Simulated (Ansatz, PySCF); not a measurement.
H3OSi, SMILES [OH+]=[SiH2], charge +1.

The structure is a stationary point at r2SCAN-D4/def2-TZVP. The isomer is the one that the SMILES or the coordinates give; other isomers of the formula were not compared.

Vertical ionisation energy (IE) and electron affinity (EA) in eV. Rows of orbital energies are one-electron estimates. Where ΔSCF, EOM or ADC give a negative EA the extra electron is unbound and the value depends on the basis.

```
level                                                                    IE    EA
--------------------------------------------------------------------  -----  ----
−ε(HOMO), −ε(LUMO), M06-2X/def2-TZVPD (PySCF)                         18.16  7.94
−ε(HOMO), −ε(LUMO), B3LYP/def2-TZVPD (PySCF)                          16.54  9.13
−ε(HOMO), −ε(LUMO), PBE/def2-TZVPD (PySCF)                            15.25  9.83
ADC(2)/aug-cc-pVDZ (PySCF)                                            18.77  6.40
ΔSCF, PBE0/def2-TZVPD (Ansatz), final states of multiplicity 2 and 2  19.49  6.71
ΔSCF, PBE/def2-TZVPD (Ansatz), final states of multiplicity 2 and 2   19.17  6.69
```

Task: What vertical singlet–triplet gap does ΔSCF give with PBE0/def2-TZVPD (Ansatz, a first-principles code) and with PBE/def2-TZVPD (Ansatz)? (Estimate from the structure and the level; the computed values follow.)

Result: 5.51 and 5.17 eV (triplet above singlet where positive).

Task: Beyond the first one, list the lowest photoelectron lines from ADC(2)/aug-cc-pVDZ in PySCF with their pole strengths (two spins summed). (Estimate from the structure and the level; the computed values follow.)

Result: 19.24 eV (1.75), 21.05 eV (1.86), 23.27 eV (1.82), 26.36 eV (1.79).
